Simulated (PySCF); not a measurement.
PySCF input for 1-chloro-1-fluorocyclobutane (C4H6ClF), SMILES FC1(Cl)CCC1, PBE/pcSseg-1. The structure is a stationary point at PBE0-D3(BJ)/def2-SVP.

```python
import numpy as np
from pyscf import gto, scf, dft
from pyscf.prop.nmr import rks as nmr

mol = gto.M(
    atom='''
    F     1.67416233   -0.53092676    0.00000001
    C     0.41003041   -0.06397192    0.00000000
    Cl   -0.70550172   -1.46868314   -0.00000000
    C     0.04160187    0.95206057   -1.08006481
    C    -0.75017827    1.71856755   -0.00000000
    C     0.04160185    0.95206056    1.08006481
    H     0.95304302    1.49079503   -1.38090251
    H    -0.48006753    0.57897027   -1.97099846
    H    -0.66490939    2.81335341   -0.00000000
    H    -1.81330847    1.44076968   -0.00000001
    H    -0.48006755    0.57897027    1.97099847
    H     0.95304301    1.49079503    1.38090251
    ''',
    basis='pcSseg-1',
    charge=0,
    spin=0,
    max_memory=1600,
    verbose=3,
)
mf = dft.RKS(mol, xc='pbe')
mf.grids.level = 3
mf.conv_tol = 1e-10
mf.max_cycle = 100
mf.kernel()
n = nmr.NMR(mf)
n.verbose = 2
n.max_cycle_cphf = 60
sigma = n.kernel()
print('atom   isotropic/ppm   span/ppm')
for i, s in enumerate(sigma):
    w = np.linalg.eigvalsh((s + s.T) / 2)
    print(f'{mol.atom_symbol(i):2s}{i + 1:3d} {w.mean():14.3f} {w[2] - w[0]:11.3f}')
```

It prints:

```
converged SCF energy = -715.523470606718
atom   isotropic/ppm   span/ppm
F   1        240.545      92.797
C   2         59.533      69.671
Cl  3        628.138     633.776
C   4        134.731      48.220
C   5        167.135      26.496
C   6        134.731      48.220
H   7         28.589       6.937
H   8         28.733       8.467
H   9         29.616      10.855
H  10         29.413       8.478
H  11         28.733       8.467
H  12         28.589       6.937
```

The run converged.
